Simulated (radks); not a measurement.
The nuclear charge of neutral thallium is varied continuously with 81 electrons held in [Hg] 6p1. Calculated with a radial shooting solver on a logarithmic mesh with Libxc functionals: scalar-relativistic Kohn-Sham, r2SCAN, spin-polarised, spherical densities, finite nucleus; open shells are filled with parallel spins first (spin-orbit coupling, left out, can overturn this in heavy ions); meta-GGA in the generalised Kohn-Sham scheme; Fermi nuclear charge, rms radius 5.4759 fm. By the Hellmann-Feynman theorem dE/dZ = E(electron-nucleus)/Z, the electronic potential at the nucleus (averaged over a nucleus of fixed radius). The scalar-relativistic energy here is not variational (the density holds large components alone), so the two differ by a part that grows with Z.

| Z | E (hartree) | E(electron-nucleus)/Z (hartree) | HOMO | e(HOMO) (eV) | <r> HOMO (bohr) |
|---|---|---|---|---|---|
| 80.8 | -20117.4923 | -620.708 | 6p | -1.445 | 4.033 |
| 81 | -20243.0545 | -623.130 | 6p | -2.672 | 3.720 |
| 81.2 | -20369.1125 | -625.553 | 6p | -4.020 | 3.498 |
| 81.4 | -20495.6669 | -627.977 | 6p | -5.467 | 3.326 |
| 81.6 | -20622.7180 | -630.405 | 6p | -7.001 | 3.186 |
| 81.8 | -20750.2665 | -632.834 | 6p | -8.614 | 3.068 |
| 82 | -20878.3132 | -635.267 | 6p | -10.300 | 2.965 |

The central difference of E at Z = 81 is -629.050 hartree, to compare with the third column; the second derivative is -12.4 hartree.
